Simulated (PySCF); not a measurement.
A small calculation by hand: chemical shift, span and skew from a shielding tensor

(E)-3-methoxyprop-2-en-1-amine (C4H9NO), SMILES CO/C=C/CN. Atoms are numbered in the order given.

```xyz
15

C      2.4814    -0.1513     0.2750
O      1.6439    -1.0721    -0.3645
C      0.3194    -0.8673    -0.2807
C     -0.3353     0.1195     0.3488
C     -1.8328     0.2330     0.3269
N     -2.3683     1.3980    -0.3614
H      3.5141    -0.4799     0.1019
H      2.3514     0.8669    -0.1343
H      2.2889    -0.1164     1.3625
H     -0.2232    -1.6530    -0.8180
H      0.2140     0.9024     0.8825
H     -2.2236     0.2476     1.3594
H     -2.2584    -0.6741    -0.1361
H     -1.9708     1.4455    -1.2989
H     -2.0617     2.2492     0.1075
```
Charge 0, spin multiplicity 1.

Coordinates come from a PBE0-D3(BJ)/def2-SVP optimisation. Other conformers were not sampled.

GIAO shieldings from PySCF with PBE0/pcSseg-1, non-relativistic, no solvent. The symmetric part of the tensor of C4 has the principal values -10.4, 80.2, 157.9 ppm. The same nucleus in TMS has σ = 186.3 ppm at this level (PySCF, at its B3LYP-D3(BJ)/def2-TZVP geometry).

### Question
Work out the isotropic shielding, the ¹³C shift against TMS, the span and the skew.

### Answer

σ(iso) = (σ11 + σ22 + σ33)/3 = 75.9 ppm. δ = σ(ref) − σ(iso) = 186.3 − (75.9) = 110.4 ppm.
Span Ω = σ33 − σ11 = 168.3 ppm. Skew κ = 3(σ(iso) − σ22)/Ω = -0.08. Tumbling in solution averages the tensor to δ; in a static solid the shielding alone would spread this spin-1/2 line over Ω.
